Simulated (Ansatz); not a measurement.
The same path of AlBH8SSi2 (13 atoms, charge 0, multiplicity 1) was run twice with different band settings. Made: B1–S4. The coordinate that changes most is the dihedral H6–B1–Si2–Si3.

Computed with RKS revPBE/STO-3G in Ansatz.

Relaxed end points:

```xyz
13
Properties=species:S:1:pos:R:3
B -0.396 -1.044 1.710
Si -0.298 -1.008 -0.247
Si 1.828 -0.358 -0.786
S -1.843 0.107 -1.248
Al -1.693 2.020 -0.375
H -0.868 -0.165 2.345
H 0.061 -1.952 2.318
H -0.416 -2.376 -0.755
H 2.026 -0.381 -2.232
H 2.114 0.996 -0.326
H 2.814 -1.250 -0.185
H -0.608 2.331 0.638
H -2.702 3.046 -0.841
```

```xyz
13
Properties=species:S:1:pos:R:3
B -1.370 -0.527 0.914
Si 0.199 -1.253 0.041
Si 2.220 -0.318 -0.394
S -1.529 -0.446 -1.074
Al -1.453 1.576 -0.215
H -1.223 0.618 1.373
H -2.191 -1.128 1.496
H 0.192 -2.677 -0.288
H 2.331 0.111 -1.785
H 2.484 0.835 0.458
H 3.261 -1.310 -0.148
H -0.099 2.244 -0.242
H -2.801 2.242 -0.122
```

Common settings: climbing image yes; spring 5.0 eV/Å²; optimiser quadratic models (default); start path IDPP; force threshold 0.05 eV/Å; end points relaxed.

| run | movable images | iteration limit |
| --- | --- | --- |
| 1 | 9 | 44 |
| 2 | 3 | 60 |

**Question.** What does each run give, and how far can it be trusted?

**Answer.** Run 1: converged after 13 iterations, highest image 0.014 eV above the first end. A vibrational analysis at the climbing image gives one clearly imaginary mode, 114i cm⁻¹: a first-order saddle point.
Run 2: converged after 12 iterations, highest image 0.014 eV above the first end. Another band between the same ends (9 images) ends at a top of the same energy, where a vibrational analysis finds 1 clearly imaginary mode. So few images can step over the top or miss a turn of the path.
Limits of this set-up: minimal basis.
